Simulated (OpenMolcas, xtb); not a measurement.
# How methods differ on CH2FNSi (SMILES FC1=N[SiH2]1)

CH2FNSi: 6 atoms, total charge 0, spin state singlet. As SMILES, `FC1=N[SiH2]1`. Geometry: relaxed at PBE0-D4/def2-TZVP.

Each level gives the dipole moment (D). The values are calculated.

```
         level            kind     program  value (D)
      GFN2-xTB  semi-empirical         xtb       3.31
      GFN0-xTB  semi-empirical         xtb       4.94
      GFN1-xTB  semi-empirical         xtb       3.67
   HF/def2-SVP    Hartree–Fock  OpenMolcas       3.44
 TPSS/def2-SVP        meta-GGA  OpenMolcas       2.29
B3LYP/def2-SVP   global hybrid  OpenMolcas       2.54
 PBE0/def2-SVP   global hybrid  OpenMolcas       2.59
```

The values span 2.29 to 4.94 D.
